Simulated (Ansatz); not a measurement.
Species: WBr (charge 0, sextet). The spin state was set by rule; other spins were not relaxed. 
Structure (B3LYP-D3(BJ)/def2-TZVP (Ansatz, a first-principles code) minimum search):
SMILES: [Br][W]
```xyz
2

W      0.0000     0.0000    -0.7855
Br     0.0000     0.0000     1.6608
```
Charge 0, spin multiplicity 6.

Property: atomisation energy (electronic, to ground-state atoms), in kJ/mol. Correlated levels leave the core frozen unless marked. UHF or UKS for open shells. No spin-orbit coupling. The frozen core is the preceding noble-gas configuration, with the filled d and f shells of earlier blocks. In def2 rows, elements after Kr have scalar-relativistic effective core potentials. The coupled-cluster limit lacks core correlation, which all-electron functionals hold. Basis-set limits of correlation are two-point, X^-3; Hartree-Fock from the larger set.

```json
[
 {"level": "HF/def2-QZVPPD", "program": "Ansatz", "atomisation energy (kJ/mol)": "337.7"},
 {"level": "SVWN5/def2-TZVPD", "program": "Ansatz", "atomisation energy (kJ/mol)": "457.8"},
 {"level": "PBE-D3(BJ)/def2-TZVPD", "program": "Ansatz + dftd3", "atomisation energy (kJ/mol)": "415.6"},
 {"level": "r2SCAN/def2-TZVPD", "program": "Ansatz", "atomisation energy (kJ/mol)": "423.4"}
]
```

Q: Estimate the value at CCSD(T)/CBS(def2-TZVPPD,def2-QZVPPD) as computed with Ansatz.

A: 382.6 kJ/mol
